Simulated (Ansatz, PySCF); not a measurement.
C₂H₅Se, SMILES CC[Se], multiplicity 2. Atoms are numbered in the order given.

```xyz
8

C     -0.4023    -2.0851     0.0000
C      0.6593    -0.9943     0.0000
Se    -0.0293     0.8435     0.0000
H     -1.0480    -2.0126    -0.8885
H      0.0692    -3.0831     0.0000
H     -1.0480    -2.0126     0.8885
H      1.3214    -1.0607    -0.8800
H      1.3214    -1.0607     0.8800
```
Charge 0, spin multiplicity 2.

Coordinates come from a B3LYP-D3(BJ)/def2-SVP optimisation. The isomer is the one that the SMILES or the coordinates give; other isomers of the formula were not compared.

Two levels are set side by side: PBE-D3(BJ)/def2-SVP (Ansatz, a program for electronic structure) and B3LYP-D3(BJ)/def2-SVP (Ansatz). Each level has its own optimised geometry; the coordinates shown are those of the second. Frequencies come from the Hessian of PySCF at each geometry. Differences are taken from unrounded values.

| quantity | B3LYP-D3(BJ) | PBE-D3(BJ) | PBE-D3(BJ) minus B3LYP-D3(BJ) |
|---|---|---|---|
| mean bond length (Å) | 1.285 | 1.291 | 0.005 |
| bond C1–C2 (Å) | 1.522 | 1.523 | 0.001 |
| bond C2–Se3 (Å) | 1.962 | 1.958 | -0.004 |
| bond C1–H4 (Å) | 1.101 | 1.108 | 0.007 |
| bond C1–H5 (Å) | 1.104 | 1.111 | 0.007 |
| bond C1–H6 (Å) | 1.101 | 1.108 | 0.007 |
| bond C2–H7 (Å) | 1.103 | 1.112 | 0.009 |
| bond C2–H8 (Å) | 1.103 | 1.112 | 0.009 |
| highest harmonic wavenumber (cm⁻¹) | 3128 | 3076 | -52 |
| mean harmonic wavenumber (cm⁻¹) | 1564 | 1522 | -42 |
| zero-point energy (kcal/mol) | 40.24 | 39.17 | -1.07 |

GGA bonds tend to be longer and softer than those of functionals with exact exchange. Differences between two approximate levels are no errors against the true value.
